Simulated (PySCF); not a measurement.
C₇H₁₅N₂ (charge +1).
SMILES with atom numbers: `[H]/[N:9]=[CH:8]/[C@H:7]1[N+:2]([CH3:1])([CH3:3])[CH2:4][CH2:5][CH2:6]1` (hydrogens: H10, H11, H12 on C1; H13, H14, H15 on C3; H16, H17 on C4; H18, H19 on C5; H20, H21 on C6; H22 on C7; H23 on C8; H24 on N9)

Geometry (PBE0-D3(BJ)/def2-SVP, Å), atoms numbered from 1 in this order:
```
atom  x, y, z in Å
C1     1.884    0.504   -0.672
N2     0.749   -0.244   -0.069
C3     1.009   -0.443    1.390
C4     0.550   -1.583   -0.731
C5    -0.882   -1.994   -0.397
C6    -1.612   -0.681   -0.052
C7    -0.587    0.416   -0.342
C8    -0.837    1.740    0.322
N9     0.041    2.353    0.990
H10    1.682    0.661   -1.739
H11    1.977    1.465   -0.155
H12    2.799   -0.090   -0.553
H13    1.951   -0.995    1.492
H14    1.079    0.540    1.866
H15    0.194   -1.026    1.833
H16    0.690   -1.422   -1.809
H17    1.329   -2.272   -0.379
H18   -0.915   -2.702    0.443
H19   -1.334   -2.507   -1.256
H20   -1.925   -0.654    1.002
H21   -2.517   -0.524   -0.654
H22   -0.577    0.605   -1.430
H23   -1.860    2.119    0.136
H24   -0.303    3.246    1.352
```

The calculation used PySCF 2.14.0, PBE0-D3(BJ)/def2-SVP geometry optimisation, gas phase.

Take the most abundant isotopes and a rigid rotor. The values belong to one conformer with, in the numbering `[H]/[N:9]=[CH:8]/[C@H:7]1[N+:2]([CH3:1])([CH3:3])[CH2:4][CH2:5][CH2:6]1`, C6–C7–C8–N9 129°, C1–N2–C4–C5 -160°, N2–C4–C5–C6 22°, C4–C5–C6–C7 5°, C5–C6–C7–C8 -160°.

Task: Give the principal moments of inertia and the rotational constants in cm⁻¹.

Result: Ia = 216.58, Ib = 324.45, Ic = 421.61 u·Å²; 505379 MHz·u·Å²/I gives 2333, 1558 and 1199 MHz, that is A = 0.07783, B = 0.05196, C = 0.03998 cm⁻¹.

Task: What kind of rotor is it?

Result: An asymmetric top; Ray's κ = -0.367.

Task: Is it planar, by Δ = Ic − Ia − Ib?

Result: Not planar: Δ = Ic − Ia − Ib = -119.42 u·Å². For a rigid frame Δ = −2 Σ m c², so Σ m c² = 59.71 u·Å² lies off the ab plane: 21.69 from hydrogen and 38.02 from heavier atoms. The atom farthest from that plane is 2.00 Å away.

Task: Give the other two planar moments, Paa and Pbb, and the rms extents of the mass along the axes.

Result: Paa = Σ m a² = (Ib + Ic − Ia)/2 = 264.74 and Pbb = Σ m b² = (Ia + Ic − Ib)/2 = 156.87 u·Å². With the mass M = 127.12 u, the rms extents √(P/M) along a, b and c are 1.44, 1.11, 0.69 Å.

Task: Predict some low-J microwave lines.

Result: The dipole components (about the centre of mass, as the species is charged) are |μa| = 0.89 D, |μb| = 0.23 D, |μc| = 0.66 D. Intensities carry the squares of the components, which stand as 1.00 : 0.07 : 0.54 (a : b : c). Some lines, for components of 0.1 D or more:

```json
{"type": "c", "branch": "Q", "J(Ka,Kc)": "3(2,2) ← 3(1,2)", "MHz": "1862", "lower level (cm⁻¹)": "0.617"}
{"type": "b", "branch": "Q", "J(Ka,Kc)": "3(1,2) ← 3(0,3)", "MHz": "2412", "lower level (cm⁻¹)": "0.537"}
{"type": "b", "branch": "Q", "J(Ka,Kc)": "4(2,2) ← 4(1,3)", "MHz": "2493", "lower level (cm⁻¹)": "1.000"}
{"type": "b", "branch": "Q", "J(Ka,Kc)": "3(3,1) ← 3(2,2)", "MHz": "4831", "lower level (cm⁻¹)": "0.679"}
{"type": "a", "branch": "R", "J(Ka,Kc)": "2(1,2) ← 1(1,1)", "MHz": "5154", "lower level (cm⁻¹)": "0.118"}
{"type": "b", "branch": "R", "J(Ka,Kc)": "2(1,2) ← 1(0,1)", "MHz": "5930", "lower level (cm⁻¹)": "0.092"}
{"type": "b", "branch": "R", "J(Ka,Kc)": "3(1,2) ← 2(2,1)", "MHz": "6407", "lower level (cm⁻¹)": "0.403"}
{"type": "c", "branch": "R", "J(Ka,Kc)": "2(1,1) ← 1(0,1)", "MHz": "7006", "lower level (cm⁻¹)": "0.092"}
{"type": "b", "branch": "R", "J(Ka,Kc)": "3(1,3) ← 2(0,2)", "MHz": "8191", "lower level (cm⁻¹)": "0.273"}
{"type": "b", "branch": "R", "J(Ka,Kc)": "2(2,1) ← 1(1,0)", "MHz": "8199", "lower level (cm⁻¹)": "0.130"}
{"type": "a", "branch": "R", "J(Ka,Kc)": "4(1,4) ← 3(1,3)", "MHz": "10152", "lower level (cm⁻¹)": "0.546"}
{"type": "a", "branch": "R", "J(Ka,Kc)": "4(0,4) ← 3(0,3)", "MHz": "10304", "lower level (cm⁻¹)": "0.537"}
{"type": "c", "branch": "R", "J(Ka,Kc)": "3(3,0) ← 2(2,0)", "MHz": "13019", "lower level (cm⁻¹)": "0.407"}
{"type": "c", "branch": "R", "J(Ka,Kc)": "4(3,2) ← 3(2,2)", "MHz": "16012", "lower level (cm⁻¹)": "0.679"}
```

Not checked by PBE0-D3(BJ)/def2-SVP frequencies. Constants of a rigid frame at the computed geometry: no zero-point averaging, no centrifugal distortion. A rigid rotor knows nothing of internal rotation, which can split or shift real lines. Quadrupole hyperfine structure (14N) is left out.
